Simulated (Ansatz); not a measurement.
Ideal-gas functions of CH2OSe2 (`OC1[Se][Se]1`) at 400 K and 1 bar, from an Ansatz frequency run at PBE0-D4/def2-TZVP.

Molar mass 187.95 g/mol, point group C1 (symmetry number 1), electronic degeneracy 1, moments of inertia 130.754, 225.387, 342.557 u Å². Harmonic wavenumbers (cm⁻¹, unscaled): 232, 251, 303, 378, 528, 699, 978, 1153, 1235, 1370, 3142, 3823.

Use S(trans) = R[1.5 ln M + 2.5 ln T − 1.1517]; rotational temperatures θ = 24.2544 K / I; S(rot) = R[ln(√π/σ · √(T³/θAθBθC)) + 1.5]; for each mode x = 1.438777 ν̃/T, S = R[x/(eˣ − 1) − ln(1 − e⁻ˣ)] and H = RT x/(eˣ − 1); 1 cm⁻¹ = 0.0119627 kJ/mol; R = 8.31446 J/(mol·K).

Q: By hand: the entropy, in J/(mol·K).

A: Translation 180.3. Rotation: θ = 0.1855, 0.1076, 0.0708 K, giving 119.2. Vibration, mode by mode: 10.06, 9.44, 8.00, 6.37, 4.13, 2.54, 1.14, 0.69, 0.54, 0.36, 0.00, 0.00, in all 43.3. Electronic 0.0. Sum 342.8 J/(mol·K).

Q: By hand: H − E and G − E in kJ/mol, counted from the electronic energy.

A: Zero-point energy ½ × 14092 × 0.0119627 = 84.3; thermal vibration 10.3; translation, rotation and pV give 4 RT = 13.3. H − E = 107.9 kJ/mol, and G − E = 107.9 − 400 × 342.8/1000 = -29.2 kJ/mol.

Vibration gives 13 % of the entropy. The sum counts one conformer and one mirror image; others add a mixing term.
